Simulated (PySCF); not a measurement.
# ³³S chemical shifts

- structure optimised with GFN2-xTB
- σ from GIAO-PBE0/pcSseg-1
- run in PySCF 2.14
- fast rotation and ring inversion assumed for equivalent nuclei, no solvent, non-relativistic Hamiltonian, a single conformation

Shieldings were converted by a linear fit to measured shifts: ³³S: δ = 158.28 − 0.937σ (rms 33.3 ppm, 20 shifts vs sulfate, solution or neat liquid). Occasional misses reach two or three times the rms, and more in compound classes unlike the fitted ones.

(1) Give the ³³S shifts of `COc1sccc1S[SiH3]`, `CC#C[C@@H]1CS[Si@@H](O)S1`, `CC(=O)CSC=C=O`, `C#C[C@@H]1CS[Si@H](OC)S1`.

(2) Match the shifts 585, 81, -320, -523 ppm to `CC(=S)[C@H]1CC(=O)O1`, `CSc1ccc(O)o1`, `C[C@@H]1[SiH2]SC[C@]1(F)C(F)F`, `O=S(=O)=O`.

Answers

(1) 
```tsv
compound	environment	δ (ppm)
[CH3:1][O:2][c:3]1[s:4][cH:5][cH:6][c:7]1[S:8][SiH3:9]	S4: aromatic ring sulfur	-143
[CH3:1][O:2][c:3]1[s:4][cH:5][cH:6][c:7]1[S:8][SiH3:9]	S8: sulfur bonded to C, Si	-447
[CH3:1][C:2]#[C:3][C@@H:4]1[CH2:5][S:6][Si@@H:7]([OH:8])[S:9]1	S9: sulfur bonded to C, Si, in a 5-membered ring	-317
[CH3:1][C:2]#[C:3][C@@H:4]1[CH2:5][S:6][Si@@H:7]([OH:8])[S:9]1	S6: sulfur bonded to C, Si, in a 5-membered ring	-412
CC(=O)CSC=C=O	sulfide sulfur	-315
[CH:1]#[C:2][C@@H:3]1[CH2:4][S:5][Si@H:6]([O:7][CH3:8])[S:9]1	S9: sulfur bonded to C, Si, in a 5-membered ring	-300
[CH:1]#[C:2][C@@H:3]1[CH2:4][S:5][Si@H:6]([O:7][CH3:8])[S:9]1	S5: sulfur bonded to C, Si, in a 5-membered ring	-416
```

(2) 585: CC(=S)[C@H]1CC(=O)O1 (thione sulfur); 81: O=S(=O)=O (sulfur bonded to 3 O); -320: CSc1ccc(O)o1 (sulfide sulfur); -523: C[C@@H]1[SiH2]SC[C@]1(F)C(F)F (sulfur bonded to C, Si, in a 5-membered ring).
